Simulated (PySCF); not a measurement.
One molecule, one basis, several functionals.

Species: C4H5NO2.
SMILES with atom numbers: `[O:1]=[C:2]1[CH2:3][CH2:4][C:5](=[O:6])[NH:7]1` (hydrogens: H8, H9 on C3; H10, H11 on C4; H12 on N7)

Cartesian coordinates in Å at the PBE0-D3(BJ)/def2-SVP level; atoms count from 1:
```
atom  x, y, z in Å
O1    -2.0295    1.1906   -1.1024
C2    -1.0450    0.7454   -0.5783
C3    -0.6515   -0.7141   -0.4167
C4     0.6837   -0.6986    0.3216
C5     1.0062    0.7693    0.5498
O6     1.9691    1.2373    1.0938
N7    -0.0375    1.4979    0.0030
H8    -1.4564   -1.2313    0.1261
H9    -0.6038   -1.1723   -1.4157
H10    1.5121   -1.1508   -0.2434
H11    0.6596   -1.2035    1.2986
H12   -0.0621    2.5122    0.0261
```

PySCF, pcSseg-1 basis, density fitting, gas phase, PBE0-D3(BJ)/def2-SVP geometry. One functional is left out:

| functional | exact exchange (%) | HOMO energy (eV) | LUMO energy (eV) |
| --- | --- | --- | --- |
| BLYP | 0 | -5.98 | -1.58 |
| BP86 | 0 | -6.23 | -1.82 |
| B3LYP | 20 | -7.49 | -0.89 |
| PBE0 | 25 | -7.76 | -0.65 |

**Question.** Predict the row of B97-2 (21 % exact exchange) by straight lines through the other rows, and check it.

**Answer.** 
```csv
property,line,computed,computed − line,"B3LYP (20 %), for comparison"
HOMO energy (eV),-7.52,-7.48,+0.04,-7.49
LUMO energy (eV),-0.83,-0.74,+0.09,-0.89
```

**Question.** Which of these properties follows the share of exact exchange most closely, and which least?

**Answer.** Most closely the HOMO energy, least the LUMO energy; the correlations over the tabulated rows are HOMO energy -0.993, LUMO energy 0.984. The HOMO energy moves by -0.672 eV for every 10 %. Functionals with the same share still differ in their other parts: at 0 % BLYP and BP86 differ by 0.25 eV in it.
